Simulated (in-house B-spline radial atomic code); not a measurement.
A run on Er (an excited or competing configuration) that did not converge. Method: scalar-relativistic (X2C) wB97X, spin-polarised, spherical fractional occupations, Fermi nucleus of rms radius 5.2516 fm; computed with a B-spline radial code for spherical atoms. In the input, 2p2,3 would mean two up and three down electrons.

Command:
```bash
python run_scf.py task.json out
```
Settings (nuclear radius in fm, mass in u):
```
Z                68
configuration    1s2 2s2 2p6 3s2 3p6 3d10 4s2 4p6 4d5,4 4f6,6 5s2 5p6 6s2 7s0,1
hamiltonian      x2c
method           wb97x
spin_polarised   True
nucleus          fermi
rms_radius       5.2516
atomic_mass      165.9303
speed_of_light   137.035999084
```

First and last ten iterations of the last attempt (damped for 15 steps, keeping 80 % of the old Fock matrix, then DIIS):
```
 iter        energy (Eh)    residual
    1      -13078.748355    5.06e-01
    2      -13078.511132    2.54e-01
    3      -13079.508661    1.30e-01
    4      -13079.758690    6.55e-02
    5      -13079.815225    3.48e-02
    6      -13079.828579    2.21e-02
    7      -13079.832524    1.52e-02
    8      -13079.834138    1.07e-02
    9      -13079.834996    7.62e-03
   10      -13079.835524    5.50e-03
  111      -13079.837264    4.54e-06
  112      -13079.837264    5.66e-06
  113      -13079.837264    1.45e-05
  114      -13079.837264    8.04e-06
  115      -13079.837264    1.08e-05
  116      -13079.837264    1.78e-05
  117      -13079.837264    9.18e-06
  118      -13079.837264    2.09e-05
  119      -13079.837264    1.60e-05
  120      -13079.837264    9.77e-06
 not converged after 120 iterations
```

The smallest residual met was 4.0e-06; the threshold is about 7e-07. Over the last five steps the energy moves by less than 1e-08 hartree, but the orbitals didn't meet the threshold. Run time, properties included: 44 s on 1 thread of Arm Neoverse V2, on a shared host.
